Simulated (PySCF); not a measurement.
# Field gradients at the hydrogen positions

C₈H₁₁P.
Atom-mapped SMILES: `[CH3:1][c:2]1[cH:3][p:4][cH:5][c:6]([CH3:7])[c:8]1[CH3:9]` (hydrogens: H10, H11, H12 on C1; H13 on C3; H14 on C5; H15, H16, H17 on C7; H18, H19, H20 on C9)

Structure used (PBE0-D3(BJ)/def2-SVP), in Å, numbered top down from 1:
```
atom  x, y, z in Å
C1    -2.0201    0.8315    0.0574
C2    -0.8496   -0.1072   -0.0960
C3    -1.1230   -1.4390   -0.4171
P4     0.0233   -2.7145   -0.6431
C5     1.4852   -1.8363   -0.3518
C6     1.5943   -0.4821   -0.0348
C7     2.9689    0.0906    0.1858
C8     0.4689    0.3659    0.0855
C9     0.7143    1.8093    0.4276
H10   -1.9788    1.6592   -0.6685
H11   -2.9669    0.2987   -0.1010
H12   -2.0547    1.2824    1.0618
H13   -2.1773   -1.7124   -0.5394
H14    2.4184   -2.4071   -0.4221
H15    3.2099    0.8631   -0.5631
H16    3.7371   -0.6914    0.1205
H17    3.0572    0.5717    1.1728
H18    1.1420    1.9116    1.4396
H19   -0.1971    2.4152    0.3946
H20    1.4410    2.2663   -0.2623
```

Level: PBE0/pcSseg-1 (PySCF, non-relativistic); Q(2H) = 0.00286 b; rigid geometry, the same for H and D, with no vibrational averaging.

Question: What are Vzz, η and χzz (234.96 MHz × Q × Vzz) at all hydrogens?

Answer: 
```
atom  bonded to  bond length (Å)  Vzz (au)     η  χzz (kHz)
 H10         C1            1.102    0.2895  0.02        195
 H11         C1            1.098    0.2942  0.04        198
 H12         C1            1.101    0.2897  0.02        195
 H13         C3            1.096    0.2999  0.08        202
 H14         C5            1.096    0.2998  0.08        201
 H15         C7            1.103    0.2886  0.03        194
 H16         C7            1.098    0.2941  0.04        198
 H17         C7            1.102    0.2896  0.03        195
 H18         C9            1.103    0.2876  0.02        193
 H19         C9            1.095    0.2983  0.04        200
 H20         C9            1.101    0.2899  0.03        195
```

Question: How does χzz go with the bond length over the 11 C–H bonds?

Answer: A straight-line fit has a slope of -10.2 kHz for each 0.01 Å, with a correlation coefficient of -0.97, over lengths from 1.095 to 1.103 Å. The longer bonds have the smaller couplings here.

Isolated species at its PBE0-D3(BJ)/def2-SVP geometry, gas phase. With so small a basis the couplings can be 20 % off.

These values come from a run that also computed NMR shieldings. On an Intel Xeon 6975P-C with one thread, no GPU (shared host), this took 30 s of wall time and 1.0 GiB of memory at its peak.
